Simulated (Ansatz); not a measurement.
```xyz
6

C     0.0000   -0.0273   -1.1485
S     0.0000   -0.0596    0.6634
H     0.0000   -1.0768   -1.4741
H    -0.8999    0.4586   -1.5509
H     0.8999    0.4586   -1.5509
H     0.0000    1.2772    0.8519
```

Basis set: 6-31G* (spherical functions). Correlated methods keep 6 orbitals frozen. Charge 0, multiplicity 1.

Computed with Ansatz (development build ahead of 0.2.0); each method stands on the lowest determinant of its kind that the runs found. Restricted open shells among the atoms or ions are ROHF, correlated in semicanonical orbitals with singles.

(1) Give the atomization energy at this shape (free ground-state atoms in the same class of orbitals less the molecule, no zero-point energy) of singlet CH₄S by RHF-MP2, RHF.

Answers

(1)

```json
{"method": "RHF-MP2", "atomization energy": "18.31 eV"}
{"method": "RHF", "atomization energy": "15.15 eV"}
```
